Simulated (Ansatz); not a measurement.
NbB7. Charge 0, multiplicity 5. Geometry PBE-D4/def2-SVP.

```xyz
8

Nb   -1.251   -0.798   -0.181
B     0.350    0.293    1.174
B     1.039   -0.011   -0.471
B     0.093   -1.232    1.849
B     0.191    0.735   -1.635
B     1.051   -1.216    0.609
B    -0.146    1.218   -0.031
B    -1.327    1.011   -1.313
```

In the def2 sets Nb takes a core potential, while STO-3G treats all electrons; there is no spin–orbit coupling. At HF/STO-3G the charge 0 quintet is spin-contaminated (final ⟨S²⟩ up to 6.55, 6.00 for a pure state). The order of the spin states hangs on the level: the singlet lies 1.50 eV below the quintet at PBE0-D4/def2-TZVP, but 0.33 eV above it at HF/STO-3G. The structure comes from a short search, and lower isomers may exist.

**Question.** Estimate the α-spin orbital energies around the gap (eV) in Ansatz with HF/STO-3G, PBE-D4/def2-TZVP, r2SCAN-D4/def2-TZVP, PBE0-D4/def2-TZVP, BHLYP-D4/def2-TZVP.

**Answer.** 
| orbital | HF/STO-3G | PBE-D4/def2-TZVP | r2SCAN-D4/def2-TZVP | PBE0-D4/def2-TZVP | BHLYP-D4/def2-TZVP |
| --- | --- | --- | --- | --- | --- |
| HOMO−5 | -7.13 | -6.88 | -7.07 | -7.90 | -8.56 |
| HOMO−4 | -6.94 | -6.18 | -6.39 | -7.21 | -8.10 |
| HOMO−3 | -6.12 | -6.11 | -6.36 | -7.14 | -7.96 |
| HOMO−2 | -5.60 | -5.44 | -5.68 | -6.35 | -7.08 |
| HOMO−1 | -5.28 | -4.93 | -5.17 | -5.82 | -6.68 |
| HOMO | -4.84 | -4.44 | -4.76 | -5.54 | -6.29 |
| LUMO | 4.68 | -3.89 | -3.74 | -3.00 | -1.98 |
| LUMO+1 | 4.92 | -3.56 | -3.43 | -2.73 | -1.88 |
| LUMO+2 | 5.56 | -3.38 | -3.20 | -2.70 | -1.59 |
| LUMO+3 | 6.25 | -2.55 | -2.40 | -1.74 | -0.80 |
| LUMO+4 | 6.62 | -2.37 | -2.27 | -1.62 | -0.63 |
| LUMO+5 | 8.51 | -1.42 | -1.17 | -0.47 | 0.59 |
| β HOMO | -4.78 | -5.75 | -5.83 | -6.57 | -7.21 |
| β LUMO | 4.51 | -4.71 | -4.33 | -3.81 | -2.94 |
